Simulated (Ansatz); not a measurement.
**Nudged elastic band run: C2H5BSe**

input.yaml

```yaml
crystal:
  periodic: [false, false, false]
  atoms:
    - { symbol: C, position_ang: [-0.11595, 0.302665, -1.195776] }
    - { symbol: B, position_ang: [0.518012, 0.085344, 0.237326] }
    - { symbol: C, position_ang: [-0.123537, -0.757505, 1.348878] }
    - { symbol: Se, position_ang: [-0.966399, 0.578977, 2.182824] }
    - { symbol: H, position_ang: [0.466671, -0.327785, -1.907517] }
    - { symbol: H, position_ang: [0.009744, 1.347553, -1.545769] }
    - { symbol: H, position_ang: [-1.181441, 0.013162, -1.279586] }
    - { symbol: H, position_ang: [1.639164, 0.524275, 0.465153] }
    - { symbol: H, position_ang: [-0.157765, -1.812987, 1.677367] }
basis:
  gaussian: { orbitals: def2-SVP }
hamiltonian:
  xc: pbe
neb:
  order_check: false
  images: 5
  f_tol: 0.05
  max_iterations: 60
  final_atoms:
    - { symbol: C, position_ang: [0.29444115, 0.68842426, -1.27019257] }
    - { symbol: B, position_ang: [0.58994352, -0.26526396, -0.17895724] }
    - { symbol: C, position_ang: [-0.33804041, -0.34796173, 1.17000251] }
    - { symbol: Se, position_ang: [-1.62553158, 0.75855115, 1.8449387] }
    - { symbol: H, position_ang: [1.04670903, 0.96867383, -2.0273272] }
    - { symbol: H, position_ang: [-0.67150481, 1.21416615, -1.37143191] }
    - { symbol: H, position_ang: [-0.71780709, -0.82208866, 0.12829852] }
    - { symbol: H, position_ang: [1.48062824, -1.09181033, -0.14901825] }
    - { symbol: H, position_ang: [0.02966094, -1.14899172, 1.83658745] }
  initial_path:
    images:
      - { positions_ang: [[-0.11595, 0.302665, -1.195776], [0.518012, 0.085344, 0.237326], [-0.123537, -0.757505, 1.348878], [-0.966399, 0.578977, 2.182824], [0.466671, -0.327785, -1.907517], [0.009744, 1.347553, -1.545769], [-1.181441, 0.013162, -1.279586], [1.639164, 0.524275, 0.465153], [-0.157765, -1.812987, 1.677367]] }
      - { positions_ang: [[-0.08674064, 0.36448077, -1.18897427], [0.54681428, -0.06361161, 0.13562317], [-0.11728547, -0.67776622, 1.33728682], [-1.32518702, 0.62463512, 1.92841915], [0.49714104, -0.04268326, -1.97736307], [-0.05052655, 1.43033745, -1.30219001], [-1.05372246, -0.15054029, -0.99177975], [1.6504464, 0.05237404, 0.21218976], [0.02755941, -1.583527, 1.8296882]] }
      - { positions_ang: [[-0.05753127, 0.42629655, -1.18217255], [0.57561657, -0.21256722, 0.03392033], [-0.11103393, -0.59802743, 1.32569565], [-1.68397504, 0.67029324, 1.67401431], [0.52761109, 0.24241847, -2.04720914], [-0.1107971, 1.51312189, -1.05861103], [-0.92600393, -0.31424258, -0.70397351], [1.6617288, -0.41952692, -0.04077347], [0.21288382, -1.354067, 1.98200941]] }
      - { positions_ang: [[-0.02832191, 0.48811232, -1.17537082], [0.60441885, -0.36152283, -0.0677825], [-0.1047824, -0.51828865, 1.31410447], [-2.04276306, 0.71595136, 1.41960946], [0.55808113, 0.52752021, -2.11705522], [-0.17106765, 1.59590634, -0.81503204], [-0.79828539, -0.47794486, -0.41616726], [1.6730112, -0.89142788, -0.29373671], [0.39820823, -1.12460701, 2.13433061]] }
      - { positions_ang: [[0.07926578, 0.55488297, -1.20697807], [0.59959374, -0.32943654, -0.10484075], [-0.18253507, -0.46151301, 1.26607048], [-1.9036859, 0.73015129, 1.56138588], [0.7209571, 0.67457142, -2.08714588], [-0.33788004, 1.46865961, -1.00049866], [-0.77145929, -0.59265946, -0.23467867], [1.60888354, -0.95822203, -0.24549722], [0.27535913, -1.13273524, 2.03508289]] }
      - { positions_ang: [[0.18685347, 0.62165362, -1.23858532], [0.59476863, -0.29735025, -0.141899], [-0.26028774, -0.40473737, 1.2180365], [-1.76460874, 0.74435122, 1.70316229], [0.88383306, 0.82162262, -2.05723654], [-0.50469242, 1.34141288, -1.18596529], [-0.74463319, -0.70737406, -0.05319008], [1.54475589, -1.02501618, -0.19725774], [0.15251004, -1.14086348, 1.93583517]] }
      - { positions_ang: [[0.29444115, 0.68842426, -1.27019257], [0.58994352, -0.26526396, -0.17895724], [-0.33804041, -0.34796173, 1.17000251], [-1.62553158, 0.75855115, 1.8449387], [1.04670903, 0.96867383, -2.0273272], [-0.67150481, 1.21416615, -1.37143191], [-0.71780709, -0.82208866, 0.12829852], [1.48062824, -1.09181033, -0.14901825], [0.02966094, -1.14899172, 1.83658745]] }
```

Command:

```bash
$ ansatz run input.yaml --threads 2 --pin off --max-ram 3072MiB --backend cpu --events-out ev --progress --plain --runs-dir out
```

Output, in part (warnings, iteration lines, the closing report on the highest movable image, with atoms numbered from 0):

```
NEB end point (image 0): max|allowed force component| = 9.797e-3 eV/Å (the criterion of neb.relax_end_points is 1.000e-2)
NEB end point (image 6): max|allowed force component| = 1.060e-2 eV/Å (the criterion of neb.relax_end_points is 1.000e-2)
NEB iter   1: max|band force component| = 3.928e0 eV/Å  barrier→ = 4.4828 eV  barrier← = 2.5416 eV  Δτ_max = 0.2000 Å  (417 SCF iters)
NEB iter   2: max|band force component| = 3.457e0 eV/Å  barrier→ = 2.8152 eV  barrier← = 0.8740 eV  Δτ_max = 0.2000 Å  (181 SCF iters)
NEB iter   3: max|band force component| = 3.952e0 eV/Å  barrier→ = 2.3779 eV  barrier← = 0.4367 eV  Δτ_max = 0.1022 Å  (181 SCF iters)
NEB iter   4: max|band force component| = 2.730e0 eV/Å  barrier→ = 2.0905 eV  barrier← = 0.1493 eV  Δτ_max = 0.2000 Å  (156 SCF iters)
NEB iter   5: max|band force component| = 1.486e0 eV/Å  barrier→ = 2.1384 eV  barrier← = 0.1972 eV  Δτ_max = 0.1965 Å  (162 SCF iters)
NEB iter   6: max|band force component| = 1.810e0 eV/Å  barrier→ = 2.1330 eV  barrier← = 0.1917 eV  Δτ_max = 0.0996 Å  (155 SCF iters)
NEB iter   7: max|band force component| = 8.908e-1 eV/Å  barrier→ = 2.1253 eV  barrier← = 0.1840 eV  Δτ_max = 0.1948 Å  (154 SCF iters)
NEB iter   8: max|band force component| = 5.473e-1 eV/Å  barrier→ = 2.1196 eV  barrier← = 0.1784 eV  Δτ_max = 0.1981 Å  (148 SCF iters)
NEB iter   9: max|band force component| = 6.698e-1 eV/Å  barrier→ = 2.1138 eV  barrier← = 0.1725 eV  Δτ_max = 0.0995 Å  (157 SCF iters)
NEB iter  10: max|band force component| = 3.302e-1 eV/Å  barrier→ = 2.1144 eV  barrier← = 0.1732 eV  CI = image 5  Δτ_max = 0.1983 Å  (148 SCF iters)
NEB iter  11: max|band force component| = 4.049e-1 eV/Å  barrier→ = 2.1280 eV  barrier← = 0.1867 eV  CI = image 5  Δτ_max = 0.0976 Å  (158 SCF iters)
NEB iter  12: max|band force component| = 6.176e-1 eV/Å  barrier→ = 2.0971 eV  barrier← = 0.1558 eV  CI = image 5  Δτ_max = 0.0498 Å  (152 SCF iters)
NEB iter  13: max|band force component| = 3.381e-1 eV/Å  barrier→ = 2.0944 eV  barrier← = 0.1532 eV  CI = image 5  Δτ_max = 0.0293 Å  (155 SCF iters)
NEB iter  14: max|band force component| = 7.110e-2 eV/Å  barrier→ = 2.0940 eV  barrier← = 0.1528 eV  CI = image 5  Δτ_max = 0.0498 Å  (157 SCF iters)
NEB iter  15: max|band force component| = 5.716e-2 eV/Å  barrier→ = 2.0936 eV  barrier← = 0.1523 eV  CI = image 5  Δτ_max = 0.0498 Å  (146 SCF iters)
NEB iter  16: max|band force component| = 1.460e-1 eV/Å  barrier→ = 2.0934 eV  barrier← = 0.1521 eV  CI = image 5  Δτ_max = 0.0249 Å  (156 SCF iters)
NEB iter  17: max|band force component| = 4.653e-2 eV/Å  barrier→ = 2.0934 eV  barrier← = 0.1521 eV  CI = image 5  Δτ_max = 0.0000 Å  (326 SCF iters)
Total energy: -68154.36263994 eV, -2504.6266303316 hartree
Atom 0 at     0.251806     0.647782    -1.190148 Å, force    -0.000528    -0.002060     0.001148 eV/Å
Atom 1 at     0.710094    -0.181604    -0.039986 Å, force     0.001967    -0.000464    -0.003675 eV/Å
Atom 2 at    -0.303804    -0.344631     1.201939 Å, force    -0.000757     0.000123     0.003161 eV/Å
Atom 3 at    -1.570557     0.777484     1.835576 Å, force    -0.001511     0.001640     0.000783 eV/Å
Atom 4 at     0.771376     0.674536    -2.163899 Å, force     0.001803     0.001330    -0.004098 eV/Å
Atom 5 at    -0.695191     1.218791    -1.157664 Å, force    -0.001135     0.001313     0.001867 eV/Å
Atom 6 at    -0.553648    -0.578091    -0.193593 Å, force    -0.000106    -0.000817    -0.001624 eV/Å
Atom 7 at     1.627973    -0.976302    -0.078148 Å, force     0.000344     0.000439     0.001446 eV/Å
Atom 8 at    -0.149550    -1.284264     1.768823 Å, force    -0.000077    -0.001504     0.000991 eV/Å
Dipole moment:    -0.006734    -0.118861    -0.268778 e Å
```

The forces met the threshold. Neighbouring images differ by up to 1.3 eV, so the band resolves the path poorly. A vibrational analysis at the climbing image gives one clearly imaginary mode, 972i cm⁻¹: a first-order saddle point. The orbitals stay closed-shell, which can raise the energy where a bond breaks towards radicals; this wasn't checked here.

Final band (atoms are numbered from 1 in the order of the input):

```tsv
image	path coordinate (Å)	energy (eV)	C1–H7 (Å)	C3–H7 (Å)
0	0.00	0.00	1.11	2.94
1	0.84	0.03	1.11	2.94
2	1.67	0.07	1.11	3.02
3	2.51	0.18	1.12	2.94
4	3.34	0.75	1.18	2.28
5	4.17	2.09	1.77	1.44
6	4.92	1.94	2.29	1.21
```

Time of the run: 120 s on 2 threads of Arm Neoverse V2 (shared host), peak memory 0.14 GiB.
